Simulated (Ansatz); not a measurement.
# Ligand exchange: Sn(CH3)Br + NaNH2 → Sn(CH3)(NH2) + NaBr

Species: Sn(CH3)Br, singlet; NaNH2 `[NH2][Na]`, singlet; Sn(CH3)(NH2), singlet; NaBr, singlet. The partners trade Br for NH2: Sn–Br and Na–NH2 bonds give way to Sn–NH2 and Na–Br.

Shapes, held fixed at every level: PBE0-D4/def2-TZVP. Flexible molecules stand in one conformer, not always the lowest. Programs: Ansatz 0.2.0. The zero-point and thermal change to 298 K, harmonic and unscaled (PBE0-D4/def2-TZVP), is +6.0 kJ/mol.

| level | kind | ΔH(298 K) (kJ/mol) | less CCSD(T)/def2-TZVPP |
| --- | --- | --- | --- |
| HF/def2-SVP | Hartree–Fock | -158.3 | -20.3 |
| HF/def2-TZVPP | Hartree–Fock | -154.4 | -16.4 |
| SPW92/def2-TZVPP | LDA | -128.8 | +9.2 |
| BHLYP-D4/def2-TZVPP | global hybrid | -137.3 | +0.7 |
| B2PLYP/def2-TZVPP | double hybrid | -132.7 | +5.3 |
| CCSD/def2-SVP | coupled cluster or CI | -148.6 | -10.6 |
| CCSD/def2-TZVPP | coupled cluster or CI | -139.4 | -1.4 |
| CCSD(T)/def2-TZVPP | coupled cluster or CI | -138.0 | 0.0 |

The highest level, CCSD(T)/def2-TZVPP, gives ΔH(298 K) = -138.0 kJ/mol; the levels span -158.3 to -128.8. The column of differences is taken from that level and isn't an error. No measured value is set beside it here. For atoms past krypton def2 sets carry core potentials with scalar relativity. Relativity is left out for Br unless named. Correlated rows may include outer-core shells of Br, Na, Sn, which these sets cover unevenly.
